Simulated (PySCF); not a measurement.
**Fractional electron number in W⁺ (tungsten, charge +1)**

The 6s alpha orbital of [Xe] 4f14 5d4 6s1 is emptied in steps (occupation f), with all orbitals relaxed, ending at [Xe] 4f14 5d4. All numbers are calculated (PySCF 2.14, scalar relativity through the core potential, in def2-TZVPPD with the def2 core potential (60 electrons)). The exact energy is a straight line in f; departures are measured from the line between the end points of the same method.

| f | UHF (eV) |
| --- | --- |
| 1 | 0.000 |
| 0.75 | 0.051 |
| 0.5 | 0.066 |
| 0.25 | 0.048 |
| 0 | 0.000 |

```
method  E(f=0) − E(f=1) (eV)  −ε at f=1 (eV)  −ε at f=0.5 (eV)
   UHF                14.959          15.237            14.952
```

Orbital energy along the path (eV):

```tsv
f	UHF
1	-15.237
0.75	-15.089
0.5	-14.952
0.25	-14.825
0	-14.708
```

Reference removal energy between the ground levels: 16.37 ± 0.15 eV (semi-empirical (NIST evaluation); NIST Atomic Spectra Database, ionization energies). The calculation has no spin-orbit coupling. UHF lacks correlation.
